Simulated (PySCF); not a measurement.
A GIAO shielding run with PySCF (density fitting, non-relativistic, gas phase) on SMILES [SiH3]/N=C1/C=CC1, C₄H₇NSi:

```
$ OMP_NUM_THREADS=1 python probes_run.py task.json out

{"job": {"kind": "nmr", "xc": "PBE0", "basis": "6-311+G(2d,p)", "pop": true}, "charge": 0, "multiplicity": 1}
Si     2.191510     0.406281    -0.263812
N      0.823798    -0.561303    -0.748604
C     -0.372693    -0.427965    -0.377229
C     -1.628377    -1.145942    -0.677790
C     -2.342753    -0.341890     0.139747
C     -1.168833     0.515957     0.568598
H      3.199810    -0.490601     0.373090
H      1.853145     1.507790     0.701117
H      2.793618     1.014346    -1.486084
H     -1.869079    -1.997196    -1.317142
H     -3.400291    -0.307804     0.411135
H     -1.197146     1.574339     0.259109
H     -0.884317     0.464060     1.633016
```

Hardware: 1 thread of an Arm Neoverse V1, shared host. The job also computes population analyses, field gradients, ring-centre shieldings.

Q: How large is the calculation?

A: 52 electrons, 212 basis functions and 715 auxiliary functions.

Q: How long does it take, and how much memory does it need?

A: 22 s of wall time, with 14 SCF cycles and 5 response iterations; peak memory 0.95 GiB. Times on a shared host scatter by some tens of per cent.

Q: And these other runs on the same molecule and hardware: GIAO shielding at B97-2/pcSseg-1; GIAO shielding at BHandHLYP/pcSseg-1; GIAO shielding at CAM-B3LYP/pcSseg-1; GIAO shielding at LC-wPBE/pcSseg-1; GIAO shielding at PBE0/6-31G; GIAO shielding at PBE0/STO-3G?

A: B97-2/pcSseg-1: 144 functions, 10 s; BHandHLYP/pcSseg-1: 144 functions, 10 s; CAM-B3LYP/pcSseg-1: 144 functions, 15 s; LC-wPBE/pcSseg-1: 144 functions, 22 s; PBE0/6-31G: 72 functions, 6.1 s; PBE0/STO-3G: 41 functions, 3.2 s.
